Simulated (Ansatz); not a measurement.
Ansatz (a first-principles code) input:

Ansatz 0.2 input:
```yaml
crystal:
  periodic: [false, false, false]
  atoms:
    - {symbol: Si, position_ang: [-0.66022217, -0.36529988, -0.01831391]}
    - {symbol: F, position_ang: [-1.33033620, 1.07960417, -0.10893525]}
    - {symbol: Cl, position_ang: [1.37319119, -0.14594638, 0.07402386]}
    - {symbol: H, position_ang: [-1.00303459, -1.10929614, -1.23886054]}
    - {symbol: H, position_ang: [-1.12507936, -1.01185463, 1.21726677]}
basis:
  gaussian:
    orbitals: def2-TZVP
hamiltonian:
  xc: {name: r2SCAN}
relax: {f_tol: 0.003, max_steps: 100}
```

Problem. Predict the final energy.

Solution. -850.82025 Eh (r2SCAN/def2-TZVP). The basis has 117 functions.
